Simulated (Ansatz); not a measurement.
C₆H₁₀O, triplet, geometry from GFN2-xTB (a higher spin typed on purpose: for a closed-shell molecule this is an excited state); BHLYP/STO-3G in Ansatz (a first-principles code).

The Ansatz input:
Ansatz 0.2 input:
```yaml
crystal:
  periodic: [false, false, false]
  atoms:
    - {symbol: O, position_ang: [2.36106128, 0.44277604, 0.25723720]}
    - {symbol: C, position_ang: [1.13365009, 0.20047069, -0.01331276]}
    - {symbol: C, position_ang: [0.09077164, 1.31333637, 0.22839384]}
    - {symbol: C, position_ang: [-1.17819378, 1.01003033, -0.54363085]}
    - {symbol: C, position_ang: [-1.77543362, -0.32572408, -0.11187780]}
    - {symbol: C, position_ang: [-0.74431059, -1.42919847, -0.32745964]}
    - {symbol: C, position_ang: [0.52779214, -1.14352997, 0.44612814]}
    - {symbol: H, position_ang: [-0.12591387, 1.40045300, 1.30206483]}
    - {symbol: H, position_ang: [0.55624689, 2.23831196, -0.11286847]}
    - {symbol: H, position_ang: [-1.89956956, 1.81101126, -0.36035552]}
    - {symbol: H, position_ang: [-0.96186879, 0.98739082, -1.61340380]}
    - {symbol: H, position_ang: [-2.67856603, -0.53728156, -0.68634433]}
    - {symbol: H, position_ang: [-2.04820434, -0.28058690, 0.94492597]}
    - {symbol: H, position_ang: [-1.15320435, -2.38494651, 0.01150188]}
    - {symbol: H, position_ang: [-0.51645648, -1.51665306, -1.39148850]}
    - {symbol: H, position_ang: [1.29184323, -1.89710476, 0.25362361]}
    - {symbol: H, position_ang: [0.32154775, -1.11511178, 1.52500114]}
basis:
  gaussian:
    orbitals: STO-3G
hamiltonian:
  xc: {name: BHLYP}
magnetization: {spin_polarized: true, initial_magnetization: 2}
```

Output, abridged:

```
Functional definition: BHLYP
653 factors; integrals over basis functions are off by at most 5.0e-5 eV
mean field evaluation 1: about -8317.8656 eV, gradient 1.6e1 eV
mean field evaluation 2: about -8318.5953 eV, gradient 1.8e1 eV
mean field evaluation 4: about -8320.4985 eV, gradient 8.6e-1 eV
mean field evaluation 8: about -8320.6649 eV, gradient 4.7e-2 eV
mean field evaluation 16: about -8320.6649 eV, gradient 8.9e-5 eV
mean field -8320.66494811 eV, -305.7787968939 hartree, gradient 8.9e-5 eV, S^2 2.002252; 0 other end points of the search recorded, 0 dependent functions left out
reference -8320.66508475 eV, -305.7788019153 hartree; 28, 26 occupied and 17, 19 virtual orbitals, 653 factors
Total energy: -8320.66508475 eV, -305.7788019153 hartree
```
